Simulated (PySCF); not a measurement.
Species: `C1[C@H](CC[S@@](=O)C=1)CC=C`. The columns A, B, C and D hold Mulliken, IAO, Hirshfeld and ESP-fitted charges (e) of one PBE0/pcSseg-1 density (PySCF), in a shuffled order. Coordinates in Å (GFN2-xTB); the density's dipole moment is (3.39, 2.01, 2.42) D.

| atom | x | y | z | A | B | C | D |
| --- | --- | --- | --- | --- | --- | --- | --- |
| C1 | 3.067 | -0.459 | -1.307 | -0.099 | -0.483 | -0.122 | -0.319 |
| C2 | 2.456 | 0.181 | -0.328 | -0.035 | -0.025 | -0.260 | -0.134 |
| C3 | 1.111 | 0.823 | -0.441 | -0.066 | -0.348 | -0.106 | -0.258 |
| C4 | 0.114 | 0.242 | 0.587 | -0.021 | +0.535 | -0.345 | -0.110 |
| C5 | -0.146 | -1.193 | 0.244 | -0.037 | -0.440 | -0.014 | -0.137 |
| C6 | -1.305 | -1.718 | -0.109 | -0.081 | -0.073 | -0.279 | -0.347 |
| S7 | -2.888 | -0.840 | -0.205 | +0.325 | +0.239 | +0.678 | +1.100 |
| O8 | -3.483 | -1.268 | -1.474 | -0.380 | -0.450 | -0.624 | -0.911 |
| C9 | -2.103 | 0.812 | -0.496 | -0.083 | -0.076 | -0.322 | -0.406 |
| C10 | -1.169 | 1.073 | 0.669 | -0.071 | -0.519 | -0.199 | -0.267 |
| H11 | 4.040 | -0.902 | -1.180 | +0.048 | +0.186 | +0.118 | +0.153 |
| H12 | 2.619 | -0.565 | -2.282 | +0.047 | +0.200 | +0.114 | +0.147 |
| H13 | 2.928 | 0.271 | 0.642 | +0.045 | +0.110 | +0.100 | +0.140 |
| H14 | 0.723 | 0.691 | -1.452 | +0.041 | +0.176 | +0.127 | +0.137 |
| H15 | 1.215 | 1.896 | -0.251 | +0.045 | +0.097 | +0.137 | +0.143 |
| H16 | 0.606 | 0.272 | 1.568 | +0.044 | -0.013 | +0.140 | +0.141 |
| H17 | 0.739 | -1.819 | 0.256 | +0.046 | +0.177 | +0.121 | +0.160 |
| H18 | -1.412 | -2.759 | -0.371 | +0.055 | +0.181 | +0.145 | +0.172 |
| H19 | -2.913 | 1.540 | -0.535 | +0.051 | +0.146 | +0.159 | +0.160 |
| H20 | -1.599 | 0.784 | -1.458 | +0.044 | +0.093 | +0.160 | +0.152 |
| H21 | -0.910 | 2.133 | 0.716 | +0.047 | +0.146 | +0.135 | +0.144 |
| H22 | -1.700 | 0.822 | 1.592 | +0.035 | +0.141 | +0.137 | +0.140 |

Problem. Which column most likely holds the ESP-fitted charges?

Solution. B. Σ q r misses the density's dipole by 0.04 D (B), 0.88 D (C), 1.22 D (A), 3.45 D (D). Charges fitted to the outside potential are the only set here that is tied to the molecule's multipoles.

Problem. And the Hirshfeld charges?

Solution. A. The mean sizes are 0.079 e (A), 0.207 e (C), 0.221 e (B), 0.263 e (D), and Hirshfeld charges are commonly the smallest of these schemes.

As computed, A = Hirshfeld, B = ESP-fitted, C = Mulliken, D = IAO. Hydrogens on carbon: Hirshfeld +0.04 to +0.05, ESP-fitted -0.01 to +0.20, Mulliken +0.10 to +0.16, IAO +0.14 to +0.17 e.

The ESP scheme is a least-squares fit of atom-centred charges to the potential on four shells outside the van der Waals surface, with the total charge fixed. The Mulliken scheme gives each basis function's population to the atom it is centred on and halves the overlap population of two atoms between them.

The structure is a single GFN2-xTB conformer in the gas phase; no vibrational or solvent corrections.
